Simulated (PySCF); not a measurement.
F4Te, charge -1, multiplicity 2. Atoms are numbered in the order given.

```xyz
5

Te     0.0000     0.0000     0.3449
F      0.0000    -1.2730    -1.2311
F      2.0506     0.0000     0.2347
F      0.0000     1.2730    -1.2311
F     -2.0506     0.0000     0.2347
```
Charge -1, spin multiplicity 2.

Coordinates come from a B3LYP-D3(BJ)/def2-SVPD optimisation. The multiplicity is an assumed one; other spin states were not compared. The isomer is the one that the SMILES or the coordinates give; other isomers of the formula were not compared. The def2 effective core potentials stand for the cores of Te; spin–orbit coupling is left out.

The numbers are results of PySCF with ωB97X/def2-SVPD, not measurements.

Mulliken values depend strongly on the basis, most of all with diffuse functions as here. ESP charges are fitted to the potential on shells at 1.4 to 2.0 van der Waals radii. Atomic charges (e):

| atom | ESP fit | Mulliken | Mulliken spin |
|---|---|---|---|
| Te1 | 0.47 | 1.62 | 0.90 |
| F2 | -0.32 | -0.62 | 0.04 |
| F3 | -0.41 | -0.69 | 0.00 |
| F4 | -0.32 | -0.62 | 0.04 |
| F5 | -0.41 | -0.69 | 0.00 |
